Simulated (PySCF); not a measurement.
Species: 4-bromobenzyl alcohol, C7H7BrO.
Cartesian coordinates in Å at the PBE0-D3(BJ)/def2-SVP level; atoms count from 1:
```
atom  x, y, z in Å
O1    -2.960    1.067   -1.259
C2    -2.652   -0.031   -0.451
C3    -1.162   -0.139   -0.271
C4    -0.623   -1.149    0.531
C5     0.752   -1.267    0.707
C6     1.600   -0.360    0.071
Br7    3.468   -0.511    0.304
C8     1.084    0.653   -0.732
C9    -0.296    0.757   -0.898
H10   -3.915    1.133   -1.335
H11   -3.120    0.051    0.551
H12   -3.019   -0.981   -0.891
H13   -1.285   -1.861    1.032
H14    1.167   -2.057    1.334
H15    1.757    1.357   -1.225
H16   -0.719    1.546   -1.522
```

Level: B3LYP/def2-SVPD in PySCF, non-relativistic, on one gas-phase PBE0-D3(BJ)/def2-SVP geometry that isn't relaxed in the solvent. The solvent is an IEF-PCM continuum (Bondi radii, 1.10 Å for H, scaled by 1.2), and excitations are vertical TDDFT with non-equilibrium linear response and a frozen core. The model holds no explicit solvent molecules, cavitation or dispersion. Spin–orbit coupling is left out although an atom past zinc is present.

Gas-phase singlets (H = HOMO, L = LUMO):

```json
{"state": "S1", "E (eV)": "4.993", "λ (nm)": "248", "f": "0.008", "leading configurations": "H→L 50%, H→L+1 27%"}
{"state": "S2", "E (eV)": "5.347", "λ (nm)": "232", "f": "0.000", "leading configurations": "H→L+2 93%"}
{"state": "S3", "E (eV)": "5.476", "λ (nm)": "226", "f": "0.209", "leading configurations": "H→L+1 50%, H→L 36%"}
{"state": "S4", "E (eV)": "5.917", "λ (nm)": "210", "f": "0.000", "leading configurations": "H→L+3 91%"}
{"state": "S5", "E (eV)": "6.190", "λ (nm)": "200", "f": "0.000", "leading configurations": "H-1→L+2 95%"}
```

**Question.** How does the list change in chloroform (ε = 4.711)?

**Answer.** 
| state | E (eV) | λ (nm) | f | leading configurations | change by rank (eV) |
| --- | --- | --- | --- | --- | --- |
| S1 | 5.019 | 247 | 0.011 | H→L 50%, H→L+1 28% | +0.026 |
| S2 | 5.324 | 233 | 0.000 | H→L+2 97% | -0.023 |
| S3 | 5.453 | 227 | 0.294 | H→L+1 51%, H→L 38% | -0.023 |
| S4 | 6.128 | 202 | 0.000 | H-1→L+2 98% | +0.211 |
| S5 | 6.244 | 199 | 0.165 | H→L+3 41%, H-1→L 26% | +0.054 |

**Question.** What are the lowest 5 singlets in dimethylsulfoxide (ε = 46.83)?

**Answer.** 
| state | E (eV) | λ (nm) | f | leading configurations | change by rank (eV) |
| --- | --- | --- | --- | --- | --- |
| S1 | 5.029 | 247 | 0.010 | H→L 49%, H→L+1 28% | +0.036 |
| S2 | 5.324 | 233 | 0.000 | H→L+2 97% | -0.023 |
| S3 | 5.457 | 227 | 0.297 | H→L+1 51%, H→L 38% | -0.019 |
| S4 | 6.116 | 203 | 0.000 | H-1→L+2 98% | +0.199 |
| S5 | 6.235 | 199 | 0.283 | H-1→L 43%, H-2→L 18% | +0.045 |

**Question.** How do the frontier levels move from gas to dimethylsulfoxide?

**Answer.** 
```tsv
orbital	gas (eV)	solvent (eV)	change (eV)
LUMO+2	-0.22	-0.28	-0.06
LUMO+1	-0.64	-0.64	0.00
LUMO	-0.80	-0.78	+0.02
HOMO	-6.60	-6.64	-0.04
HOMO-1	-7.35	-7.34	+0.01
HOMO-2	-7.94	-7.99	-0.05
HOMO-3	-8.13	-8.15	-0.02
```

The HOMO–LUMO gap goes from 5.79 to 5.86 eV. Rows go by rank; for HOMO-3 and HOMO-2 the atom shares or the degeneracy differ between the runs, so the row needn't follow one orbital.
